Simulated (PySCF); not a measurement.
CH₅FO₂Si₂, SMILES [Si@H]([SiH3])(C(=O)O)F.

Geometry: PBE0-D3(BJ)/def2-SVP. The structure was generated by enumeration; whether it is a known compound was not checked. The values are those of a single conformer.

Calculation: B3LYP/def2-TZVP (PySCF).

Isolated molecule, no solvent.

Problem. Estimate the frontier levels, gap, dipole moment and polarisability. (The exact figures need the calculation; the answer reports its results.)

Solution. 
```json
{
  "highest_occupied_level": "-7.88 eV",
  "lowest_empty_level": "-1.27 eV",
  "orbital_gap": "6.61 eV",
  "dipole_moment": "0.28 D",
  "quadrupole, principal values (traceless, Buckingham form, about the centre of nuclear charge)": "-13.20, 1.91, 11.30 D·Å",
  "mean_static_polarisability": "73.0 bohr³ (10.82 Å³)",
  "polarisability_principal_values": "62.5, 69.8, 86.7 bohr³"
}
```
